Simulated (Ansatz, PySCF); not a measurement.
This Ansatz (a quantum-chemistry and plane-wave program) input computes a BLYP/def2-TZVPD energy:

Ansatz 0.2 input:
```yaml
crystal:
  periodic: [false, false, false]
  atoms:
    - {symbol: Sr, position_ang: [0.18626027, -0.31630097, 0.11351357]}
    - {symbol: Cl, position_ang: [1.54378434, 0.76688219, -1.84975441]}
    - {symbol: Cl, position_ang: [-1.96013083, -0.05985650, 1.59601820]}
basis:
  gaussian:
    orbitals: def2-TZVPD
hamiltonian:
  xc: {name: BLYP}
output: {forces: true}
```

Write an input for the same energy in PySCF and say what it gives.


```python
from pyscf import gto, scf, dft

mol = gto.M(
    atom='''
    Sr    0.18626027   -0.31630097    0.11351357
    Cl    1.54378434    0.76688219   -1.84975441
    Cl   -1.96013083   -0.05985650    1.59601820
    ''',
    basis='def2-tzvpd',
    ecp='def2-tzvp',
    charge=0,
    spin=0,
    verbose=4,
)

mf = dft.RKS(mol, xc='blyp').density_fit(auxbasis='def2-universal-jkfit')
mf.grids.level = 3
mf.conv_tol = 1e-9
mf.max_cycle = 100
mf.max_memory = 1500
mf.kernel()
if not mf.converged:
    mf = mf.newton()
    mf.kernel(mf.make_rdm1())
mf.analyze()
```
It gives -951.27767 Eh, and Ansatz -951.27760 Eh, a difference of 0.07 mEh, from the treatment of integrals and grids.
